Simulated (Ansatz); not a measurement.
Geometry optimisation, Ansatz, RKS B3LYP-D4/def2-SVP.

Input:

```yaml
crystal:
  periodic: [false, false, false]
  atoms:
    - { symbol: B, position_ang: [0.003275, -0.406664, -0.426727] }
    - { symbol: Cl, position_ang: [0.008732, 0.100212, 2.590383] }
    - { symbol: F, position_ang: [1.142131, 0.198303, -0.661978] }
    - { symbol: F, position_ang: [-1.136859, 0.162155, -0.734931] }
    - { symbol: F, position_ang: [0.007393, -1.63723, 0.05977] }
    - { symbol: H, position_ang: [0.095628, -1.145976, 2.124183] }
basis:
  gaussian: { orbitals: def2-SVP }
hamiltonian:
  xc: b3lyp
  dispersion: d4
relax:
  f_tol: 0.03
  max_steps: 50
```

Command:

```bash
$ ansatz run input.yaml --threads 1 --pin off --max-ram 2048MiB --backend cpu --events-out ev --progress --plain --runs-dir out
```

**Question.** Where does it end, and by what steps?

**Answer.** It converged. After 7 steps the energy has fallen by 0.046 eV; H6 moved furthest, 0.32 Å.

```json
{"step": "0", "energy less start (eV)": "0.0000", "largest force component (eV/Å)": "1.069", "accepted": "yes"}
{"step": "1", "energy less start (eV)": "-0.0302", "largest force component (eV/Å)": "0.664", "accepted": "yes"}
{"step": "2", "energy less start (eV)": "-0.0351", "largest force component (eV/Å)": "0.510", "accepted": "yes"}
{"step": "3", "energy less start (eV)": "-0.0395", "largest force component (eV/Å)": "0.446", "accepted": "yes"}
{"step": "4", "energy less start (eV)": "-0.0422", "largest force component (eV/Å)": "0.396", "accepted": "yes"}
{"step": "5", "energy less start (eV)": "-0.0444", "largest force component (eV/Å)": "0.288", "accepted": "yes"}
{"step": "6", "energy less start (eV)": "-0.0463", "largest force component (eV/Å)": "0.052", "accepted": "yes"}
{"step": "7", "energy less start (eV)": "-0.0464", "largest force component (eV/Å)": "0.010", "accepted": "yes"}
```

```xyz
6
Properties=species:S:1:pos:R:3
B 0.013 -0.402 -0.477
Cl 0.021 0.107 2.503
F 1.140 0.229 -0.715
F -1.139 0.186 -0.703
F 0.039 -1.667 -0.096
H 0.047 -1.183 2.439
```

Whether the end is a true minimum wasn't checked by a vibrational analysis.

Run time: 21 s on 1 thread of Arm Neoverse V2, on a shared host, peak memory 0.15 GiB.
